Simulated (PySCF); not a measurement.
**Excitation energy of O⁺ by level of theory**

O⁺ [He] 2s2 2p3 (4S) → O⁺ [He] 2s1 2p3 3s1 (6S), as a difference of total energies. All numbers are calculated (PySCF 2.14, no relativity, point nucleus, in dyall-av3z). Correlated levels: valence: 1s2 frozen; virtual orbitals above 40 to 60 times the deepest correlated orbital energy dropped. The calculations carry no spin-orbit coupling.

| method | excitation energy (eV) |
| --- | --- |
| UHF | 28.096 |
| LDA | 30.441 |
| PBE | 30.305 |
| PBE0 | 30.228 |
| r2SCAN | 29.852 |
| M06-L | 30.859 |
| MN15 | 30.492 |
| r2SCAN0 | 29.902 |
| wB97M-V | 30.571 |
| ROHF | 27.975 |
| MP2 (valence) | 29.954 |
| SCS-MP2 (valence) | 30.422 |

**Question.** How much does correlation contribute at MP2 (valence)?

**Answer.** 29.954 − (28.096) = 1.858 eV, measured against UHF.

The promoted electron is Rydberg-like, and one or two diffuse shells describe it only roughly, which tends to raise the upper state.
